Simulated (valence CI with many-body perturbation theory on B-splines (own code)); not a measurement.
# E1 line list for In34+

Computed by relativistic CI+MBPT: five valence electrons over a frozen Dirac-Fock core [Ne], radial functions for each j: 11 s, 11 p, 10 d, 8 f, 5 g, 2 h, with the one-electron correlation potential Σ1, the two-electron term Σ2, the three-electron term Σ3, Breit, model QED; selected CI, second order for the rest, scaled by the run's own slope (own B-spline code, finite nucleus).

The last digits are not significant, and no measured levels were compared; by estimate large intervals hold to a few tenths of a per cent, small ones and those within an open d or f shell to about a per cent. Among the levels kept, up to 4300 cm⁻¹ of a level comes from second order outside the variational space, and about a tenth of that is noise between levels of different J, which matters for small intervals.

Lines 201 to 250 of 585 in falling wavelength, among levels below 434.21 eV, chosen from the strongest by gf and those to the six lowest levels. Wavelengths and rates use the calculated energies. Electric multipoles are in the length gauge, E1 and E2 with the static RPA response of the core. Weak lines are less certain than strong ones. Lines between different terms over intervals too small for the method are left out, as are lines whose strength nearly cancels. Where a level lies close to another of its J and parity, the split of strength between their lines is uncertain. The highest levels of a list are the least certain.

Levels are named by their leading jj configuration (3d3/2^4 stands for four electrons in 3d with j = 3/2), which in mixed levels can hold well under half, so a name can repeat and another be missing. Letters in brackets count levels of one name in rising energy.

```
λ vac (nm)                               Upper                               Lower   A (s⁻¹)  S (a.u.) with core polarisation  S without
     7.716  (3s 3p1/2 3p3/2^2 3d3/2) J=3/2 [d]  (3s^2 3p1/2 3p3/2 3d3/2) J=1/2 [a]  5.63e+10                         5.10e-02   5.21e-02
     7.716  (3s^2 3p1/2 3d3/2 3d5/2) J=5/2 [b]  (3s^2 3p1/2 3p3/2 3d5/2) J=3/2 [a]  4.59e+10                         6.25e-02   6.37e-02
     7.711  (3s 3p1/2 3p3/2^2 3d3/2) J=3/2 [g]          (3s^2 3p3/2^2 3d5/2) J=1/2  1.57e+10                         1.42e-02   1.45e-02
     7.711  (3s 3p1/2^2 3d3/2 3d5/2) J=5/2 [b]      (3s 3p1/2^2 3p3/2 3d3/2) J=7/2  2.02e+10                         2.75e-02   2.80e-02
     7.710  (3s 3p1/2 3p3/2^2 3d5/2) J=3/2 [g]        (3s 3p1/2 3p3/2^3) J=3/2 [b]  3.01e+10                         2.73e-02   2.78e-02
     7.710  (3s 3p1/2 3p3/2^2 3d5/2) J=7/2 [e]  (3s^2 3p1/2 3p3/2 3d5/2) J=5/2 [b]  8.87e+09                         1.61e-02   1.64e-02
     7.683  (3s 3p1/2 3p3/2^2 3d5/2) J=7/2 [c]  (3s^2 3p1/2 3p3/2 3d5/2) J=5/2 [a]  2.87e+10                         5.14e-02   5.25e-02
     7.678  (3s^2 3p3/2 3d3/2 3d5/2) J=5/2 [d]      (3s^2 3p3/2^2 3d5/2) J=5/2 [a]  4.40e+10                         5.90e-02   6.03e-02
     7.672  (3s 3p1/2 3p3/2^2 3d3/2) J=3/2 [d]  (3s^2 3p1/2 3p3/2 3d3/2) J=5/2 [a]  1.83e+10                         1.63e-02   1.66e-02
     7.671  (3s 3p1/2 3p3/2^2 3d3/2) J=3/2 [e]  (3s^2 3p1/2 3p3/2 3d3/2) J=1/2 [a]  5.61e+10                         5.00e-02   5.10e-02
     7.671  (3s^2 3p3/2 3d3/2 3d5/2) J=7/2 [e]      (3s^2 3p3/2^2 3d5/2) J=5/2 [a]  3.99e+10                         7.11e-02   7.26e-02
     7.669             (3p1/2^2 3p3/2^3) J=3/2          (3s 3p1/2^2 3p3/2^2) J=3/2  7.96e+10                         7.09e-02   7.23e-02
     7.666       (3p1/2^2 3p3/2^2 3d3/2) J=7/2  (3s 3p1/2^2 3p3/2 3d3/2) J=5/2 [a]  1.28e+10                         2.28e-02   2.32e-02
     7.663  (3s 3p1/2 3p3/2^2 3d3/2) J=5/2 [c]        (3s 3p1/2 3p3/2^3) J=3/2 [a]  6.21e+10                         8.27e-02   8.44e-02
     7.656  (3s 3p1/2 3p3/2^2 3d5/2) J=5/2 [a]  (3s^2 3p1/2 3p3/2 3d3/2) J=3/2 [a]  2.02e+10                         2.68e-02   2.73e-02
     7.655  (3s^2 3p3/2 3d3/2 3d5/2) J=1/2 [b]      (3s^2 3p3/2^2 3d3/2) J=3/2 [a]  1.17e+11                         5.16e-02   5.27e-02
     7.651  (3s 3p1/2^2 3p3/2 3d5/2) J=7/2 [a]          (3s 3p1/2^2 3p3/2^2) J=5/2  3.32e+10                         5.87e-02   5.98e-02
     7.638  (3s^2 3p3/2 3d3/2 3d5/2) J=5/2 [d]      (3s^2 3p3/2^2 3d3/2) J=3/2 [b]  1.15e+11                         1.51e-01   1.54e-01
     7.630  (3s 3p1/2 3p3/2^2 3d5/2) J=7/2 [d]      (3s^2 3p1/2 3p3/2 3d5/2) J=9/2  4.72e+10                         8.28e-02   8.46e-02
     7.620  (3s^2 3p3/2 3d3/2 3d5/2) J=1/2 [b]          (3s^2 3p3/2^2 3d3/2) J=1/2  5.91e+10                         2.58e-02   2.63e-02
     7.618        (3s 3p3/2^3 3d5/2) J=7/2 [b]          (3s^2 3p3/2^2 3d3/2) J=7/2  1.51e+10                         2.63e-02   2.69e-02
     7.612  (3s 3p1/2 3p3/2^2 3d3/2) J=5/2 [d]  (3s^2 3p1/2 3p3/2 3d5/2) J=7/2 [a]  1.36e+10                         1.78e-02   1.81e-02
     7.609  (3s^2 3p3/2 3d3/2 3d5/2) J=7/2 [d]          (3s^2 3p3/2^2 3d3/2) J=5/2  1.38e+11                         2.40e-01   2.45e-01
     7.606        (3s 3p3/2^3 3d5/2) J=5/2 [b]      (3s^2 3p3/2^2 3d3/2) J=3/2 [a]  4.55e+10                         5.93e-02   6.05e-02
     7.601  (3s^2 3p1/2 3d3/2 3d5/2) J=7/2 [b]  (3s^2 3p1/2 3p3/2 3d5/2) J=7/2 [b]  8.31e+10                         1.44e-01   1.47e-01
     7.597  (3s 3p1/2 3p3/2^2 3d5/2) J=7/2 [b]      (3s^2 3p1/2 3p3/2 3d3/2) J=7/2  1.66e+10                         2.88e-02   2.94e-02
     7.596            (3s 3p3/2^3 3d5/2) J=3/2          (3s^2 3p3/2^2 3d5/2) J=1/2  9.50e+10                         8.22e-02   8.39e-02
     7.592  (3s 3p1/2^2 3d3/2 3d5/2) J=5/2 [b]  (3s 3p1/2^2 3p3/2 3d3/2) J=5/2 [a]  4.16e+10                         5.39e-02   5.49e-02
     7.588  (3s 3p1/2 3p3/2^2 3d5/2) J=5/2 [c]  (3s^2 3p1/2 3p3/2 3d5/2) J=5/2 [a]  1.69e+10                         2.19e-02   2.23e-02
     7.588        (3s 3p3/2^3 3d5/2) J=5/2 [b]          (3s^2 3p3/2^2 3d3/2) J=5/2  1.90e+10                         2.46e-02   2.52e-02
     7.585  (3s 3p1/2 3p3/2^2 3d3/2) J=5/2 [e]  (3s^2 3p1/2 3p3/2 3d5/2) J=5/2 [b]  1.76e+10                         2.28e-02   2.33e-02
     7.584  (3s 3p1/2 3p3/2^2 3d5/2) J=5/2 [f]  (3s^2 3p1/2 3p3/2 3d5/2) J=7/2 [b]  1.84e+10                         2.37e-02   2.42e-02
     7.583          (3s^2 3p1/2 3d3/2^2) J=3/2        (3s 3p1/2 3p3/2^3) J=3/2 [a]  1.61e+10                         1.38e-02   1.41e-02
     7.574          (3s^2 3p1/2 3d5/2^2) J=1/2      (3s^2 3p1/2 3p3/2 3d5/2) J=1/2  3.34e+10                         1.43e-02   1.46e-02
     7.573  (3s 3p1/2 3p3/2^2 3d3/2) J=5/2 [c]  (3s^2 3p1/2 3p3/2 3d3/2) J=5/2 [a]  2.43e+10                         3.13e-02   3.20e-02
     7.573  (3s 3p1/2 3p3/2^2 3d5/2) J=3/2 [h]        (3s 3p1/2 3p3/2^3) J=3/2 [b]  6.21e+10                         5.33e-02   5.44e-02
     7.571  (3s^2 3p1/2 3d3/2 3d5/2) J=7/2 [b]  (3s^2 3p1/2 3p3/2 3d3/2) J=5/2 [b]  1.79e+10                         3.07e-02   3.13e-02
     7.566             (3p1/2^2 3p3/2^3) J=3/2          (3s 3p1/2^2 3p3/2^2) J=1/2  1.69e+10                         1.45e-02   1.48e-02
     7.563  (3s 3p1/2 3p3/2^2 3d3/2) J=5/2 [c]  (3s^2 3p1/2 3p3/2 3d3/2) J=3/2 [a]  5.22e+10                         6.69e-02   6.83e-02
     7.563  (3s 3p1/2 3p3/2^2 3d5/2) J=7/2 [e]      (3s^2 3p1/2 3p3/2 3d5/2) J=9/2  7.67e+10                         1.31e-01   1.34e-01
     7.562        (3s 3p3/2^3 3d3/2) J=5/2 [b]      (3s^2 3p3/2^2 3d5/2) J=5/2 [a]  1.89e+10                         2.43e-02   2.48e-02
     7.557  (3s^2 3p3/2 3d3/2 3d5/2) J=1/2 [a]  (3s^2 3p1/2 3p3/2 3d5/2) J=3/2 [b]  9.95e+10                         4.24e-02   4.32e-02
     7.557  (3s^2 3p3/2 3d3/2 3d5/2) J=3/2 [a]          (3s^2 3p3/2^2 3d3/2) J=5/2  1.26e+11                         1.07e-01   1.09e-01
     7.554  (3s 3p1/2 3p3/2^2 3d5/2) J=5/2 [f]  (3s^2 3p1/2 3p3/2 3d3/2) J=5/2 [b]  6.35e+10                         8.11e-02   8.27e-02
     7.551          (3s^2 3p3/2 3d5/2^2) J=1/2          (3s^2 3p3/2^2 3d5/2) J=1/2  1.14e+11                         4.84e-02   4.94e-02
     7.550  (3s 3p1/2 3p3/2^2 3d3/2) J=7/2 [c]  (3s^2 3p1/2 3p3/2 3d3/2) J=5/2 [a]  7.88e+10                         1.34e-01   1.37e-01
     7.548  (3s 3p1/2 3p3/2^2 3d5/2) J=5/2 [e]  (3s^2 3p1/2 3p3/2 3d5/2) J=3/2 [a]  1.09e+10                         1.39e-02   1.41e-02
     7.544  (3s^2 3p1/2 3p3/2 3d3/2) J=5/2 [b]          (3s^2 3p1/2 3p3/2^2) J=3/2  1.06e+10                         1.34e-02   1.37e-02
     7.537          (3s^2 3p1/2 3d3/2^2) J=3/2  (3s^2 3p1/2 3p3/2 3d3/2) J=1/2 [a]  1.83e+10                         1.55e-02   1.58e-02
     7.533          (3s^2 3p1/2 3d3/2^2) J=1/2  (3s^2 3p1/2 3p3/2 3d3/2) J=1/2 [a]  7.03e+10                         2.97e-02   3.03e-02
```
